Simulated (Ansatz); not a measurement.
```yaml
crystal:
  periodic: [false, false, false]
  atoms:
    - {symbol: Be, position_ang: [-0.252650, -0.325298, -0.037755]}
    - {symbol: F, position_ang: [-0.472348, 0.745488, -0.996623]}
    - {symbol: F, position_ang: [0.724998, -0.420190, 1.034388]}
basis:
  gaussian: {orbitals: x2c-TZVPPall}
total_charge: -1
magnetization: {spin_polarized: true, initial_magnetization: 1}
hamiltonian: {xc: {name: HF}}
correlation: {method: mp2, frozen_orbitals: {Be: 0}}
```

```sh
$ ansatz run in.yaml --threads 4 --pin off --events-out ev --progress --plain --max-ram 3916MiB
```

Q: Predict how Ansatz answers.

A: The program refused the input. Frozen orbitals are typed for one element alone, and the program wants a count for each (the count typed has to fit that element's core, too).
```
Functional definition: HF
Error: "frozen_orbitals" has no count for F
```
